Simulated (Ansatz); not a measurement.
The multiplicity is imposed and other spin states were not computed.

Species: [Pd(NH3)4]2+ (charge 2, multiplicity 1).

Task: Give a relaxed geometry from PBE-D3(BJ)/def2-SVP run with Ansatz (a program for electronic structure).

Result: the end point of this relaxation.
Cartesian coordinates (Å) in one orientation:
```xyz
17

Pd     0.000     0.000     0.000
N     -0.829    -1.840    -0.536
H     -1.862    -1.843    -0.469
H     -0.488    -2.612     0.064
H     -0.625    -2.137    -1.505
N     -1.013    -0.074     1.824
H     -0.379     0.038     2.634
H     -1.514    -0.961     2.001
H     -1.733     0.666     1.902
N      0.829     1.840     0.536
H      0.469     2.231     1.422
H      0.651     2.575    -0.171
H      1.856     1.785     0.659
N      1.013     0.074    -1.824
H      1.670     0.867    -1.918
H      0.366     0.159    -2.628
H      1.589    -0.769    -1.992
```
